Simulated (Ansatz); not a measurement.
The same path of Cl2FH3HfOSi + H2 (11 atoms, charge 0, multiplicity 1) was run twice with different band settings.

All numbers below come from RKS B3LYP/def2-SVP in Ansatz.

Relaxed end points:

```xyz
11
Properties=species:S:1:pos:R:3
Hf -0.214 -0.132 -0.095
F -0.266 -0.021 1.812
Cl 1.895 0.559 -0.917
O -1.552 1.074 -0.763
Si -2.847 1.999 -1.310
H -4.051 1.661 -0.503
H -2.513 3.441 -1.152
H -3.089 1.685 -2.744
Cl -0.784 -2.314 -0.814
H 2.100 -2.323 1.605
H 1.738 -1.913 2.133
```

```xyz
11
Properties=species:S:1:pos:R:3
Hf 0.557 -0.075 -0.987
F 1.331 -0.131 0.760
Cl 1.968 1.151 -2.435
O -1.139 0.821 -0.860
Si -2.621 1.612 -0.753
H -3.433 0.969 0.316
H -2.378 3.042 -0.421
H -3.319 1.503 -2.062
Cl 0.215 -2.275 -1.783
H -0.684 -1.633 2.883
H -0.082 -1.267 2.595
```

Common settings: spring 5.0 eV/Å²; optimiser quadratic models (default); start path through a guess of the saddle point; force threshold 0.03 eV/Å; iteration limit 60; end points relaxed.

| run | movable images | climbing image |
| --- | --- | --- |
| 1 | 5 | yes |
| 2 | 8 | no |

**Question.** What does each run give, and how far can it be trusted?

**Answer.** Run 1: converged after 35 iterations, highest image 0.010 eV above the first end. The top lies less than 8 meV above the higher end, about what the thresholds resolve: the motion is nearly free. A vibrational analysis at the climbing image gives no mode beyond 40i cm⁻¹: the surface is too flat there to confirm a saddle point.
Run 2: converged after 25 iterations, highest image 0.017 eV above the first end. No image climbed, so the highest image needn't sit at the top of the path.
